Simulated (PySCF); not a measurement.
Excitations are Tamm–Dancoff values on a coarser integration grid. The basis has no diffuse functions, so Rydberg states are missing or too high.

Cartesian coordinates (Å):
```xyz
4

F     -0.8328    -1.5346    -0.0069
Ga     0.0002     0.0000     0.0002
F      1.7457     0.0464    -0.0049
F     -0.9131     1.4882     0.0115
```
Charge 0, multiplicity 1.

What S1 excitation (TDA), S1–T1 gap (TDA) and HOMO does PBE-D3(BJ)/def2-TZVP (PySCF) give?


```json
{
 "S1 excitation (TDA)": "6.19 eV",
 "S1–T1 gap (TDA)": "0.33 eV",
 "HOMO": "-9.63 eV"
}
```
